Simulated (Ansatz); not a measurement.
A nudged elastic band was laid between two geometries of BrH + Cl2H6Si3 (13 atoms, charge 0, multiplicity 1).

Computed with RKS PBE/def2-SVP in Ansatz 0.2.0.

```json
{"movable images": "7", "climbing image": "yes", "spring": "5.0 eV/Å²", "optimiser": "quadratic models (default)", "start path": "through a guess of the saddle point", "force threshold": "0.03 eV/Å", "iteration limit": "60", "end points": "relaxed"}
```

Image 0:

```xyz
13
Properties=species:S:1:pos:R:3
Si 0.198 -0.062 -0.347
Cl -0.037 -0.550 1.703
Si 2.523 -0.018 -0.722
H 3.094 -1.356 -0.346
H 2.782 0.261 -2.177
H 3.147 1.062 0.117
Si -1.064 1.879 -0.788
H -2.518 1.578 -0.570
H -0.607 2.982 0.129
H -0.818 2.281 -2.217
Cl -0.603 -1.620 -1.492
Br -3.739 0.350 2.334
H -2.372 -0.084 2.156
```

Image 8:

```xyz
13
Properties=species:S:1:pos:R:3
Si -0.450 -0.101 -0.751
Cl 0.555 1.178 2.551
Si 1.868 -0.428 -0.365
H 2.094 -1.226 0.887
H 2.397 -1.190 -1.551
H 2.565 0.901 -0.281
Si -1.399 2.058 -0.784
H -2.769 1.928 -1.394
H -1.496 2.640 0.595
H -0.546 2.940 -1.657
Cl -0.898 -0.928 -2.627
Br -1.609 -1.302 0.823
H -0.326 0.231 2.334
```

(1) What changes between the two ends?

(2) Give the energies along the band, and the barrier.

(3) What is the geometry of the highest image?

(4) What are the harmonic wavenumbers there?

The band took 23 iterations and about 23 core-minutes.

Results:

(1) Bonds broken: Si1–Cl2, Br12–H13. Bonds formed: Si1–Br12, Cl2–H13. BrH + Cl2H6Si3 becomes BrClH6Si3 + ClH.

(2) The forces met the threshold. The highest image is number 4 of 0 to 8, 1.18 eV above the first end and 1.16 eV above the last; the last end lies 0.02 eV above the first. A vibrational analysis at the climbing image gives one clearly imaginary mode, 268i cm⁻¹: a first-order saddle point. The orbitals stay closed-shell, which can raise the energy where a bond breaks towards radicals; this wasn't checked here.

```csv
image,path coordinate (Å),energy (eV),Si1–Cl2 (Å),Br12–H13 (Å),Si1–Br12 (Å)
0,0.00,0.00,2.12,1.45,4.78
1,1.09,0.02,2.12,1.45,4.41
2,2.19,0.05,2.13,1.45,4.02
3,3.28,0.38,2.19,1.47,3.52
4,4.38,1.18,2.52,1.66,2.77
5,5.25,0.49,3.11,2.06,2.39
6,6.13,0.09,3.64,2.31,2.30
7,7.00,0.02,3.81,2.45,2.29
8,7.88,0.02,3.68,2.51,2.29
```

(3) 
```xyz
13
Properties=species:S:1:pos:R:3
Si -0.201 0.052 -0.278
Cl 0.404 0.499 2.126
Si 2.118 -0.277 -0.589
H 2.483 -1.608 0.007
H 2.419 -0.289 -2.064
H 2.895 0.818 0.089
Si -1.288 2.093 -0.740
H -2.563 1.788 -1.473
H -1.557 2.837 0.535
H -0.380 2.913 -1.620
Cl -0.857 -1.435 -1.643
Br -2.380 -0.653 1.283
H -1.108 -0.035 2.148
```

(4) 268i, 40, 75, 82, 104, 123, 132, 147, 173, 209, 268, 350, 426, 450, 491, 511, 513, 536, 581, 779, 806, 832, 887, 893, 898, 899, 1064, 2149, 2157, 2176, 2182, 2183, 2199 cm⁻¹.

The run took 6 min on 4 threads of Arm Neoverse V2, with other jobs on the host, peak memory 0.29 GiB.
